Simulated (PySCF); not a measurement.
# Constants of AlAs, step by step

State: ³Σ⁻, triplet, unpaired electrons π ↑↑. De refers to Al + As. ROHF-based CCSD(T) in PySCF 2.14 with Al aug-cc-pV(D+d)Z, As cc-pwCVDZ-PP with ECP10 and Al aug-cc-pV(T+d)Z, As cc-pwCVTZ-PP with ECP10 (frozen core orbitals: 9; scalar-relativistic core potentials). Correlation energies are extrapolated as n⁻³ (n = 2, 3), Hartree–Fock as (n+1)·exp(−9√n).

| Level | Re (Å) | ωe (cm⁻¹) | ωexe (cm⁻¹) | αe (cm⁻¹) | De (eV) |
| --- | --- | --- | --- | --- | --- |
| CCSD(T)/DZ | 2.5434 | 292.0 | 1.18 | 0.000756 | 1.618 |
| CCSD(T)/TZ | 2.5237 | 300.2 | 1.12 | 0.000732 | 1.915 |
| HF/CBS | 2.5358 | 301.6 | 0.975 | 0.000680 | 1.001 |
| MP2/CBS | 2.5058 | 309.3 | 1.03 | 0.000701 | 1.958 |
| CCSD/CBS | 2.5131 | 306.1 | 1.08 | 0.000716 | 1.918 |
| CCSD(T)/CBS | 2.5168 | 302.9 | 1.11 | 0.000728 | 2.024 |

Problem. How much is left between CCSD(T)/TZ and the basis-set limit, and how much do the triples give at the limit?

Solution. CCSD(T)/CBS less CCSD(T)/TZ: -6.9 mÅ in Re, +2.7 cm⁻¹ in ωe and +0.109 eV in De. CCSD(T)/CBS less CCSD/CBS: +3.7 mÅ in Re, -3.2 cm⁻¹ in ωe and +0.106 eV in De.

The T1 diagnostic is 0.016. The state was picked by a PBE0 search and need not be the measured ground state. Spin–orbit coupling, excitations beyond (T) and corrections to the Born–Oppenheimer picture are left out.

The whole job (state search and all basis sets along the bond) took about 26 min on 4 threads of Arm Neoverse V1 (shared host), peak memory 13 GiB.
